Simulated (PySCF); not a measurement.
## Spinor energies of Sr (strontium, neutral)

Start: [Kr] 5s1 6s1; 5s1/2 filled at m_j = +1/2; 6s1/2 filled at m_j = +1/2. Calculated with PySCF 2.14 in x2c-TZVPall-2c with one added diffuse shell each of s, p, d type (9s10p8d1f, 86 functions): generalised Hartree-Fock with the X2C-1e Hamiltonian and a Gaussian nucleus; one run each with spin-orbit coupling (SO) switched off, then screened by Boettger's factors. This is a chosen level, not necessarily the ground level.

```csv
spinor shell,electrons,"ε, spin-free (eV)","ε, screened SO (eV)",weight of nominal j (screened SO),"rms radius, screened SO (bohr)"
1s1/2,2,-16200.7,-16200.1,1.000,0.0451
2s1/2,2,-2264.6,-2264.4,1.000,0.187
2p1/2,2,-2006.8,-2053.9,1.000,0.164
2p3/2,4,-2006.8,-1984.4,1.000,0.167
3s1/2,2,-382.79,-382.75,1.000,0.524
3p1/2,2,-297.02,-304.59,1.000,0.528
3p3/2,4,-297.02,-293.41,1.000,0.539
3d3/2,4,-155.14,-156.28,1.000,0.545
3d5/2,6,-155.14,-154.35,1.000,0.548
4s1/2,2,-56.041,-56.034,1.000,1.45
4p1/2,2,-32.831,-33.707,0.998,1.66
4p3/2,4,-32.831,-32.412,0.999,1.69
5s1/2,1,-7.738,-7.738,1.000,4.28
6s1/2,1,-1.922,-1.922,1.000,10.9
```

```
   quantity    spin-free  screened SO
E (hartree)  -3177.08843  -3177.33695
        M_J            1            1
       ⟨J²⟩        2.000        2.000
       ⟨L²⟩        0.000        0.006
       ⟨S²⟩        2.000        2.006
```

Breit and QED terms are absent; they matter most for the inner s and p1/2 levels.

Densities and radii are taken from the X2C orbitals without a picture-change correction, which distorts them close to the nucleus.

Without spin-orbit coupling the j labels of p, d and f shells carry no meaning; the spin-free column gives the mean over the occupied spinors of each nl shell.
